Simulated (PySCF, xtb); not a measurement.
InClBr₂, SMILES [Cl][In]([Br])[Br].

GFN2-xTB (xtb) at its own geometry gives an orbital gap of 2.71 eV and a dipole moment of 2.92 D.

Coordinates come from a B3LYP-D3(BJ)/def2-SVP optimisation. The structure was generated by enumeration; whether it is a known compound was not checked. The def2 effective core potentials stand for the cores of In; spin–orbit coupling is left out.

**Question.** What does PBE/def2-TZVP run with PySCF give? (Estimate from the structure and the level; the computed values follow.)

**Answer.** gap 3.46 eV (levels -7.54 and -4.08 eV), dipole 0.47 D.
